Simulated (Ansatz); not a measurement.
Job for Ansatz (a program for electronic structure): R-CCSD(T)/def2-SVP on H3NSeTe (SMILES N[Te][SeH]), a point of a torsion scan. Elements past Kr take the def2 small-core potentials; no spin–orbit coupling. The run froze 24 orbitals, filled d shells among them.

Ansatz 0.2 input:
```yaml
crystal:
  periodic: [false, false, false]
  atoms:
    - {symbol: N, position_ang: [-1.16243967, 0.14587005, -0.09263701]}
    - {symbol: Te, position_ang: [0.07883491, -0.95674985, 1.07880266]}
    - {symbol: Se, position_ang: [2.03888102, -0.50229945, -0.44571341]}
    - {symbol: H, position_ang: [-1.95065504, -0.39308500, -0.42136250]}
    - {symbol: H, position_ang: [-1.52232809, 0.96232186, 0.38133744]}
    - {symbol: H, position_ang: [3.02370629, -0.56972880, 0.60761867]}
basis:
  gaussian:
    orbitals: def2-SVP
magnetization: {spin_polarized: false}
correlation: {method: ccsd_t, electrons: outside_noble_gas}
scf: {lower_state_search: off}
```

Output:

```
WARN ansatz: RAYON_NUM_THREADS=1 ignored (pool sized by the plan → 1); use --threads N
Functional definition: HF
these checks for a lower state are left out or cut short: stability, starts, cluster_reference, orbital_swaps, neighbouring_geometries, increment
integrals: 0.09 GiB planned
940 factors; integrals over basis functions are off by at most 1.2e-3 eV
mean field: 0.30 GiB planned
mean field evaluation 1: about -74086.0576 eV, gradient 2.6e1 eV
mean field evaluation 2: about -74086.1522 eV, gradient 2.6e1 eV
mean field evaluation 4: about -74087.8612 eV, gradient 2.6e0 eV
mean field evaluation 8: about -74087.8925 eV, gradient 1.7e-1 eV
mean field -74087.89276643 eV, -2722.6798405889 hartree, gradient 1.1e-6 eV, S^2 0.000000; 0 other end points of the search recorded, 0 dependent functions left out
24 core orbitals not correlated
reference -74087.89276643 eV, -2722.6798405889 hartree; 10, 10 occupied and 53, 53 virtual orbitals, 940 factors
second order -10.67390623 eV of doubles, -0.00000000 eV of singles
coupled cluster: 0.18 GiB planned
cycle   1  -11.24799716 eV  change   -5.7e-1 eV  update   8.5e-2
cycle   2  -11.56988380 eV  change   -3.2e-1 eV  update   2.8e-2
cycle   3  -11.63927990 eV  change   -6.9e-2 eV  update   1.5e-2
cycle   4  -11.63813414 eV  change    1.1e-3 eV  update   4.7e-3
cycle   5  -11.63805538 eV  change    7.9e-5 eV  update   2.8e-3
cycle   6  -11.63779938 eV  change    2.6e-4 eV  update   1.1e-3
cycle   7  -11.63752969 eV  change    2.7e-4 eV  update   4.1e-4
cycle   8  -11.63759418 eV  change   -6.4e-5 eV  update   1.8e-4
cycle   9  -11.63760762 eV  change   -1.3e-5 eV  update   7.6e-5
cycle  10  -11.63758874 eV  change    1.9e-5 eV  update   3.9e-5
cycle  11  -11.63760837 eV  change   -2.0e-5 eV  update   2.1e-5
cycle  12  -11.63761106 eV  change   -2.7e-6 eV  update   8.6e-6
perturbative correction -0.35384740 eV, -0.0130036520 hartree
Total energy: -74099.88422489 eV, -2723.1205185592 hartree
Checks for a lower state left out: stability, starts, cluster_reference, orbital_swaps, neighbouring_geometries, increment
```

The run converged.

Cost: very roughly 5 core-seconds.
